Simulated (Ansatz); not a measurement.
Ideal-gas functions of FH4IOSi2, SMILES `O[Si](F)([SiH3])I` at 500 K and 1 bar, from an Ansatz frequency run at PBE0-D4/def2-TZVP.

Molar mass 222.1 g/mol, point group C1 (symmetry number 1), electronic degeneracy 1, moments of inertia 210.95, 566.076, 644.505 u Å². Harmonic wavenumbers (cm⁻¹, unscaled): 83, 95, 136, 173, 203, 252, 272, 367, 480, 523, 531, 797, 846, 894, 930, 933, 965, 2228, 2244, 2249, 3900.

Use S(trans) = R[1.5 ln M + 2.5 ln T − 1.1517]; rotational temperatures θ = 24.2544 K / I; S(rot) = R[ln(√π/σ · √(T³/θAθBθC)) + 1.5]; for each mode x = 1.438777 ν̃/T, S = R[x/(eˣ − 1) − ln(1 − e⁻ˣ)] and H = RT x/(eˣ − 1); 1 cm⁻¹ = 0.0119627 kJ/mol; R = 8.31446 J/(mol·K).

**Question.** By hand: the entropy, in J/(mol·K).

**Answer.** Translation 187.0. Rotation: θ = 0.115, 0.0428, 0.0376 K, giving 130.5. Vibration, mode by mode: 20.24, 19.12, 16.17, 14.20, 12.90, 11.17, 10.56, 8.24, 6.26, 5.66, 5.55, 3.02, 2.71, 2.43, 2.24, 2.22, 2.07, 0.10, 0.10, 0.10, 0.00, in all 145.1. Electronic 0.0. Sum 462.6 J/(mol·K).

**Question.** By hand: H − E and G − E in kJ/mol, counted from the electronic energy.

**Answer.** Zero-point energy ½ × 19101 × 0.0119627 = 114.2; thermal vibration 35.8; translation, rotation and pV give 4 RT = 16.6. H − E = 166.6 kJ/mol, and G − E = 166.6 − 500 × 462.6/1000 = -64.7 kJ/mol.

Vibration gives 31 % of the entropy, 55.5 J/(mol·K) of it from the modes under 150 cm⁻¹: soft modes count most, and the harmonic formula is weakest for them. The sum counts one conformer and one mirror image; others add a mixing term.
